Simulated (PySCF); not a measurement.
Two species compared at the same levels of theory.

First species: C8H10FN.
SMILES: `N#CC[C@@H](F)C=C1CCC1`

Second species: C5H8OSi2.
Geometry (GFN2-xTB, Å), atoms numbered from 1 in this order:
```
atom  x, y, z in Å
C1    -1.785    2.776   -1.096
C2    -1.255    1.708   -1.246
Si3   -0.467    0.039   -1.478
C4     0.952    0.018   -0.277
C5     1.858   -0.028    0.526
Si6    3.243   -0.095    1.748
O7    -1.509   -1.180   -1.208
C8    -2.218   -1.515   -0.058
H9    -2.244    3.715   -0.966
H10   -0.107   -0.253   -2.857
H11    2.704   -0.586    3.021
H12    3.789    1.256    1.906
H13    4.265   -1.012    1.237
H14   -2.779   -2.428   -0.261
H15   -2.915   -0.718    0.214
H16   -1.540   -1.688    0.783
```

Levels: PBE0/pcSseg-1 for dipole moment, HOMO energy, LUMO energy and HOMO–LUMO gap; GFN2-xTB for rotational constant A and rotational constant C. Geometries: GFN2-xTB. Each structure is a single optimised conformer of the isolated species, non-relativistic unless stated; the electronic structure was computed with PySCF and density fitting.

The conformers computed, where there is a choice (atom-mapped SMILES and torsion angles):
- `[N:1]#[C:2][CH2:3][C@@H:4]([F:5])[CH:6]=[C:7]1[CH2:8][CH2:9][CH2:10]1`: C2–C3–C4–F5 174°, C3–C4–C6–C7 103°
- `[CH:1]#[C:2][Si@@H:3]([C:4]#[C:5][SiH3:6])[O:7][CH3:8]`: C2–Si3–O7–C8 -61°

| property | column X | column Y |
| --- | --- | --- |
| dipole moment | 1.62 D | 1.65 D |
| HOMO energy | -7.40 eV | -8.08 eV |
| LUMO energy | -0.27 eV | -1.01 eV |
| HOMO–LUMO gap | 7.13 eV | 7.07 eV |
| rotational constant A | 1.803 GHz | 1.960 GHz |
| rotational constant C | 0.695 GHz | 0.540 GHz |

(1) Which column belongs to which species?

(2) How does each property change from the first species to the second?

Answers

(1) Column X is the first species and column Y the second. The first has 20 atoms and 74 electrons, the second 16 and 74.

(2) dipole moment +0.03 D; HOMO energy -0.68 eV; LUMO energy -0.74 eV; HOMO–LUMO gap -0.06 eV; rotational constant A +0.157 GHz; rotational constant C -0.155 GHz.

On the first: In atomic units the dipole is 0.64 e·bohr (1 au = 2.5417 D).

On the second: A dipole of 1.65 D is allowed in C1, and pure rotational transitions are dipole-allowed. The dipole equals about 5.5 × 10⁻³⁰ C·m (1 D = 3.33564 × 10⁻³⁰ C·m).
